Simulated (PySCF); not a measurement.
C₇H₁₄S₂.
SMILES with atom numbers: `[CH3:1][CH:2]([CH3:3])[CH:4]1[CH2:5][S:6][CH2:7][S:8][CH2:9]1` (hydrogens: H10, H11, H12 on C1; H13 on C2; H14, H15, H16 on C3; H17 on C4; H18, H19 on C5; H20, H21 on C7; H22, H23 on C9)

The same species was optimised twice, with GFN2-xTB and with PBE0-D3(BJ)/def2-SVP (PySCF), and the same property calculations (PySCF, gas phase) were run on both structures.

```csv
coordinate,GFN2-xTB,PBE0-D3(BJ)/def2-SVP,change
S8–C9 (Å),1.824,1.814,-0.010
C5–S6 (Å),1.823,1.814,-0.009
S6–C7 (Å),1.812,1.807,-0.005
C7–S8 (Å),1.811,1.807,-0.004
C4–C9 (Å),1.525,1.528,+0.003
C1–C2 (Å),1.528,1.525,-0.003
C4–C5 (Å),1.527,1.528,+0.001
C2–C3 (Å),1.527,1.527,0.000
C2–C4 (Å),1.545,1.545,0.000
C4–C9–S8 (°),112.1,114.4,+2.3
C4–C5–S6 (°),112.3,114.5,+2.2
S6–C7–S8 (°),113.3,115.0,+1.7
C5–C4–C9 (°),110.5,111.4,+0.9
C1–C2–C3 (°),110.1,110.9,+0.8
C3–C2–C4 (°),113.2,114.0,+0.8
C7–S8–C9 (°),97.8,98.3,+0.5
C1–C2–C4 (°),111.3,111.8,+0.5
C1–C2–C4–C5 (°),-167,-166,+1
```

Rotational constants: A = 1841, B = 786.2, C = 639.8 MHz (GFN2-xTB) against A = 1825, B = 779.5, C = 631.5 MHz (PBE0-D3(BJ)/def2-SVP). Point groups within 0.08 Å: C1 and C1. Atoms that the bonding makes alike are paired by their places after alignment.

On the GFN2-xTB structure: HOMO (eV) -6.16 [PBE0/pcSseg-1]; LUMO (eV) 0.49 [PBE0/pcSseg-1]; dipole (D) 2.43 [PBE0/pcSseg-1]; GIAO shielding of C1/C3 (mean) (ppm) 166.6 [PBE0/pcSseg-1]; GIAO shielding of C2 (ppm) 147.4 [PBE0/pcSseg-1]; GIAO shielding of C4 (ppm) 138.1 [PBE0/pcSseg-1]; GIAO shielding of C5/C9 (mean) (ppm) 146.0 [PBE0/pcSseg-1]; GIAO shielding of S6/S8 (mean) (ppm) 456.0 [PBE0/pcSseg-1]; GIAO shielding of C7 (ppm) 141.0 [PBE0/pcSseg-1].

Problem. What do these properties become on the PBE0-D3(BJ)/def2-SVP structure?

Solution. 
| property | level | on GFN2-xTB | on PBE0-D3(BJ)/def2-SVP | change |
| --- | --- | --- | --- | --- |
| HOMO (eV) | PBE0/pcSseg-1 | -6.16 | -6.24 | -0.08 |
| LUMO (eV) | PBE0/pcSseg-1 | 0.49 | 0.48 | -0.01 |
| dipole (D) | PBE0/pcSseg-1 | 2.43 | 2.40 | -0.03 |
| energy, GFN2-xTB geometry as zero (kcal/mol) | PBE0/pcSseg-1 | 0.0 | -1.3 | -1.3 |
| GIAO shielding of C1/C3 (mean) (ppm) | PBE0/pcSseg-1 | 166.6 | 164.8 | -1.8 |
| GIAO shielding of C2 (ppm) | PBE0/pcSseg-1 | 147.4 | 147.2 | -0.2 |
| GIAO shielding of C4 (ppm) | PBE0/pcSseg-1 | 138.1 | 140.3 | +2.2 |
| GIAO shielding of C5/C9 (mean) (ppm) | PBE0/pcSseg-1 | 146.0 | 147.4 | +1.4 |
| GIAO shielding of S6/S8 (mean) (ppm) | PBE0/pcSseg-1 | 456.0 | 472.7 | +16.7 |
| GIAO shielding of C7 (ppm) | PBE0/pcSseg-1 | 141.0 | 143.0 | +2.0 |

The heavy atoms differ by 0.034 Å rms after alignment. Among bonds between heavy atoms C5–S6 and S8–C9 change most and about equally (-0.010 to -0.009 Å). Changes are differences of the printed values. Neither structure is proved a minimum here.
